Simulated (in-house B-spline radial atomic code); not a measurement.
Atomic self-consistent-field run: K8+. Method: non-relativistic LC-wPBE, spin-polarised, spherical fractional occupations, exact exchange averaged over the configuration, point nucleus. Calculated with an all-electron radial atomic-structure program (B-spline basis).

Command:
```bash
python run_scf.py task.json out
```
Settings:
```
Z                19
configuration    [Ne] 3s1
hamiltonian      nr
method           lc_wpbe
spin_polarised   True
exact_exchange   averaged over the configuration
```

Output (hartree, bohr):
```
 radial grid: 41 intervals, B-splines of order 8, outer radius 7.931 bohr

 iter        energy (Eh)    residual
    1        -569.499230    1.11e+00
    2        -577.249663    3.06e-01
    3        -577.763770    1.12e-01
    4        -577.838596    4.15e-02
    5        -577.849672    1.14e-02
    6        -577.850543    1.85e-04
    7        -577.850543    1.49e-05
    8        -577.850543    3.96e-07
    9        -577.850543    1.05e-08

 total energy                      -577.85054
 kinetic                             577.4257
 electron-nucleus                  -1300.2256
 Hartree                             173.7675
 exact exchange                       -2.4398
 exchange-correlation                -26.3784

 orbital      occ     eigenvalue          <r>       <r^2>       <1/r>     <1/r^3>       r_max
 1s up      1.000      -135.4662    0.0815002  0.00892013     18.5493           -      0.0535
 1s down    1.000      -135.4503    0.0815038   0.0089207     18.5482           -      0.0535
 2s up      1.000       -19.1275     0.386025    0.176163     3.80301           -      0.3184
 2s down    1.000       -19.1010     0.385679    0.175768     3.80516           -      0.3185
 2p up      3.000       -16.5761     0.346282    0.148014     3.72977      155.83      0.2615
 2p down    3.000       -16.5514     0.345795    0.147488     3.73289     156.079      0.2615
 3s up      1.000        -6.3324      1.05977     1.27544     1.33924           -      0.9752
```

Cost of the run: 0.29 s on 1 thread of Intel(R) Xeon(R) Platinum 8375C CPU @ 2.90GHz, on a shared host.
